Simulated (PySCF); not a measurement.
# Te⁺ (tellurium, charge +1) across methods

[Kr] 4d10 5s2 5p2 6s1, high-spin 4P determinant (an excited configuration). Calculation: PySCF 2.14, in aug-cc-pVQZ-DK3; the spin-free X2C one-electron Hamiltonian (Gaussian nucleus).

```
method  E (hartree)  mean ε 5s β (eV)  mean ε 5p α (eV)  mean ε 6s α (eV)  Σ⟨r²⟩ (bohr²)   ⟨S²⟩
   PBE     -6792.34           -25.628           -17.193            -6.848          66.29  3.751
  PBE0     -6792.42           -26.772           -18.559            -7.290          67.36  3.752
   UHF  -6789.93512           -28.873           -21.843            -8.186          71.26  3.758
```

(1) Estimate the same row for LDA.

⟨L²⟩ = 3.17 against 2 for a pure P term, so this real determinant mixes terms. The outer electron is Rydberg-like, and this basis confines it to a smaller radius and binds it less than a complete one would.

Answers

(1) E (hartree) = -6786.38; mean ε 5s β (eV) = -26.280; mean ε 5p α (eV) = -17.404; mean ε 6s α (eV) = -6.976; Σ⟨r²⟩ (bohr²) = 67.16; ⟨S²⟩ = 3.751.
